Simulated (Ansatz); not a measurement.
Gas-phase electronic energies from Ansatz, PBE0-D4/def2-TZVP geometries. CCSD(T)/CBS adds triple-zeta CCSD(T) − MP2 to the extrapolated MP2 energy (def2 sets, frozen cores). Functionals use def2-TZVPP. For Ge outer-core shells are correlated without core-valence functions, which leaves a few kJ/mol of doubt a bond. Scalar relativity is left out up to krypton. Each species was taken in one conformer, which may not be the lowest.

`[NH2][GeH2][Cl]` + `FB(S)O[SiH3]` → `[NH2][GeH]([F])[Cl]` + `[SiH3]OBS`  (redistribution)

```
              species  PBE energy (Eh)
    `[NH2][GeH2][Cl]`      -2593.87918
       `FB(S)O[SiH3]`       -889.74880
`[NH2][GeH]([F])[Cl]`      -2693.12411
          `[SiH3]OBS`       -790.47690
```

**Question.** Work out ΔE.

**Answer.** ΔE = (-2693.12411) + (-790.47690) − (-2593.87918) − (-889.74880) = 0.02697 Eh = +0.73 eV. CCSD(T)/CBS gives +0.72 eV.

Largest T1 diagnostic among the species: 0.013.

Leaving LDA and LC-ωPBE aside and taking each functional with its dispersion term where it has one, the values, not all of them listed here, spread over 0.09 eV, from BLYP-D4 to B97M-V. LDA lies +0.11 eV from PBE without D4. At CCSD(T), def2-SVP lies +0.12 eV from the extrapolated value and def2-TZVPP +0.01 eV. From BLYP to BHLYP (50 % exact exchange), in def2-TZVPP and without D4, ΔE moves by +0.06 eV.
